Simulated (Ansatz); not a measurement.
Consider the substitution at a C–C bond: `N=CCO` + `CC[SeH]` → `CC[Se]C=N` + CH₃OH.

Gas-phase electronic energies from Ansatz, PBE0-D4/def2-TZVP geometries. CCSD(T)/CBS adds triple-zeta CCSD(T) − MP2 to the extrapolated MP2 energy (def2 sets, frozen cores). This one scheme is used for every species. DFT in def2-TZVPP. B3LYP here is the variant with VWN-RPA as its local correlation; programs differ in this. For Se outer-core shells are correlated without core-valence functions, which leaves a few kJ/mol of doubt a bond. Scalar relativity is left out up to krypton. Each species was taken in one conformer, which may not be the lowest.

Is it downhill or uphill in electronic energy at CCSD(T)/CBS, and by how much? (Estimate.)

Ansatz gave: Uphill: ΔE = +15.4 kJ/mol.

What do these levels give: B3LYP-D4, ωB97X-V, ωB97M-V, SCS-MP2/def2-TZVPP, CCSD/def2-TZVPP, HF/def2-QZVPP? (An estimate is asked.)

Ansatz gave: B3LYP-D4 11.2, ωB97X-V 21.5, ωB97M-V 21.5, SCS-MP2/def2-TZVPP 12.0, CCSD/def2-TZVPP 19.6, HF/def2-QZVPP 29.2 kJ/mol.

Largest T1 diagnostic among the species: 0.012.

In def2-TZVPP, CCSD(T) changes the Hartree–Fock value by −13.5 kJ/mol (the triples alone add −3.8 kJ/mol) and MP2 by −18.4 kJ/mol. From PBE to PBE0 (25 % exact exchange), in def2-TZVPP and without D4, ΔE moves by +8.3 kJ/mol.
